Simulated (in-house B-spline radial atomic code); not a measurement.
Removing one electron from Tl XXXVI (Tl35+)

Closed shell [Kr] 4d10. Computed with an all-electron radial atomic-structure program (B-spline basis): Koopmans values of Dirac-Hartree-Fock plus a diagonal self-energy, in second order or with its direct term screened (direct RPA, with the hole-particle interaction, or full time-dependent Hartree-Fock), linearised in energy; no-pair Dirac-Coulomb Hamiltonian, finite nucleus. Shifts add to the Koopmans value (the ΔSCF shift is orbital relaxation alone); the final value takes TDHF screening with Breit and QED.

Command:
```bash
python run_mb.py task.json out
```
Settings (nuclear radius in fm, box in bohr, cutoff in hartree):
```
basis_form          2
Z                   81
core_configuration  [Kr] 4d10
rms_radius          5.4759
mass_number         205
speed_of_light      137.036
box_radius          3.224
lmax                7
intervals           57
virtual_cutoff      26244.0
```

Time taken, with all properties: 90 s on 1 thread of Arm Neoverse N1 (shared host).

Energies in eV:

| subshell | Koopmans | ΔSCF shift | second order | direct RPA | hole-particle | TDHF | Breit + QED | final |
| --- | --- | --- | --- | --- | --- | --- | --- | --- |
| 4d5/2 | 1628.00 | -1.637 | ? | ? | ? | ? | ? | ? |
| 4d3/2 | 1655.95 | -1.761 | -0.039 | 0.190 | 0.047 | 0.047 | -1.215 | 1654.79 |

**Question.** What does the self-energy do to 4d5/2?

**Answer.** It shifts the removal energy by -0.021 eV in second order, 0.220 with direct RPA, 0.077 with the hole-particle term and 0.079 with TDHF screening (quasi-particle weight 0.992); Breit and QED add -0.780 eV. The final value is 1627.30 eV, against 1625 ± 5 eV (NIST, tabulated theory).
